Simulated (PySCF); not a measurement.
Zn (zinc, neutral) across methods

[Ar] 3d10 4s1 4d1, high-spin 3D determinant (an excited configuration). All numbers are calculated (PySCF 2.14, the spin-free X2C one-electron Hamiltonian (Gaussian nucleus), in aug-cc-pVQZ-DK (9s8p6d4f3g2h, 140 functions)). The B2PLYP total includes its PT2 part (frozen core); its orbital energies are those of the SCF part.

```tsv
method	E (hartree)	mean ε 3d β (eV)	mean ε 4s α (eV)	mean ε 4d α (eV)	Σ⟨r²⟩ (bohr²)	⟨S²⟩
UHF	-1793.98398	-24.633	-11.603	-0.050	51.65	2.001
B2PLYP	-1795.322	-19.773	-10.584	0.421	51.42	2.000
LDA	-1792.606	-14.425	-9.517	0.965	51.04	2.001
r2SCAN	-1795.573	-14.366	-9.361	0.898	51.21	2.002
PBE0	-1795.360	-16.900	-9.950	0.512	51.38	2.001
PBE	-1795.366	-14.089	-9.212	0.788	51.49	2.001
BHandHLYP	-1795.549	-19.705	-10.619	0.445	51.30	2.000
```

Task: Estimate the same row for MN15.

Result: E (hartree) = -1796.816; mean ε 3d β (eV) = -18.209; mean ε 4s α (eV) = -10.389; mean ε 4d α (eV) = 1.258; Σ⟨r²⟩ (bohr²) = 50.45; ⟨S²⟩ = 2.000.

The outer electron is Rydberg-like, and this basis confines it to a smaller radius and binds it less than a complete one would.

The highest occupied level is positive at B2PLYP, MN15, LDA, r2SCAN, PBE0, PBE, BHandHLYP: only the finite basis holds that electron, which in a density functional comes from self-interaction.
